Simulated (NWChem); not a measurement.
ZnBr, doublet; SMILES [Zn][Br]

Program: NWChem. Spin-unrestricted. Structure relaxed at the PBE-D3(BJ)/def2-SVP, spin-unrestricted level. The spin multiplicity was typed, not searched, and may not be the lowest. No stability test was run on the SCF state. Vertical excitations in the gas phase; the lowest state need not have the same character in each row. Excited states of an open shell can be spin-contaminated.

Order these by “lowest excitation (eV)”, lowest first: PBE0/def2-SVP, TDA; B3LYP/def2-SVP, TDA; PBE/def2-SVP, TDA; BHandHLYP/def2-SVP, TDA.

PBE/def2-SVP, TDA (2.21), B3LYP/def2-SVP, TDA (2.40), PBE0/def2-SVP, TDA (2.85), BHandHLYP/def2-SVP, TDA (3.10)
